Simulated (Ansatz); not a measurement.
Computed with Ansatz on PBE0-D4/def2-TZVP structures; ΔE is electronic, products minus reactants. CCSD(T)/CBS is the MP2 limit (def2-TZVPP, def2-QZVPP) plus CCSD(T) − MP2 in def2-TZVPP, frozen cores. This one scheme is used for every species. DFT in def2-TZVPP. B3LYP here is the variant with VWN-RPA as its local correlation; programs differ in this. One conformer a species, not always the lowest.

Consider the ligand exchange at the Si–S bond: `O[SiH](F)S` + `S[SiH2]Cl` → `O[SiH](F)S[SiH2]Cl` + H₂S.

`O[SiH](F)S`:

Z-matrix (Å, degrees):
```
Si
F 1 1.594
S 1 2.124 2 107.3
O 1 1.624 2 112.2 3 -119.5
H 1 1.470 2 107.1 3 123.8
H 3 1.344 1 93.3 2 34.3
H 4 0.959 1 118.6 2 71.2
```

`S[SiH2]Cl`:

```xyz
6

S    -1.470    0.059   -0.861
Si    0.497   -0.060   -0.079
Cl    0.660   -1.391    1.477
H    -1.971    0.682    0.220
H     0.946    1.250    0.439
H     1.338   -0.539   -1.196
```

`O[SiH](F)S[SiH2]Cl`:

Z-matrix (Å, degrees):
```
Si
F 1 1.594
S 1 2.130 2 107.7
O 1 1.622 2 111.5 3 119.2
H 1 1.468 2 108.0 3 -123.3
Si 3 2.129 1 100.2 2 -34.9
H 4 0.959 1 119.2 2 -72.3
Cl 6 2.052 3 111.5 1 -56.2
H 6 1.478 3 105.4 1 -174.0
H 6 1.476 3 111.9 1 64.2
```

H₂S:

Cartesian coordinates in Å:
```
S 0.048 -0.616 0.049
H 0.883 0.405 0.295
H -0.932 0.211 -0.344
```

Problem. Is it downhill or uphill in electronic energy at CCSD(T)/CBS, and by how much? (Estimate.)

Solution. Ansatz gave: Downhill: ΔE = -7.1 kJ/mol.

Problem. What do these levels give: r2SCAN-D4, PBE0-D4, B3LYP-D4, ωB97X-V, PBE, r2SCAN, PBE0, HF/def2-TZVPP, CCSD/def2-TZVPP, CCSD(T)/def2-TZVPP, SCS-MP2/def2-QZVPP, HF/CBS(def2)? (Best estimate.)

Solution. Ansatz gave: r2SCAN-D4 -5.8, PBE0-D4 -6.5, B3LYP-D4 -8.1, ωB97X-V -6.0, PBE 0.2, r2SCAN -4.1, PBE0 -1.0, HF/def2-TZVPP 0.0, CCSD/def2-TZVPP -4.8, CCSD(T)/def2-TZVPP -6.2, SCS-MP2/def2-QZVPP -6.5, HF/CBS(def2) -0.1 kJ/mol.

Largest T1 diagnostic among the species: 0.012.

In def2-TZVPP, CCSD(T) changes the Hartree–Fock value by −6.2 kJ/mol (the triples alone add −1.4 kJ/mol) and MP2 by −7.9 kJ/mol. The D4 term adds −9.7 kJ/mol with B3LYP and −5.6 kJ/mol with PBE0; it sums over pairs of atoms, weighted by their polarisabilities, and B3LYP, whose exchange is more repulsive, gets the larger term.
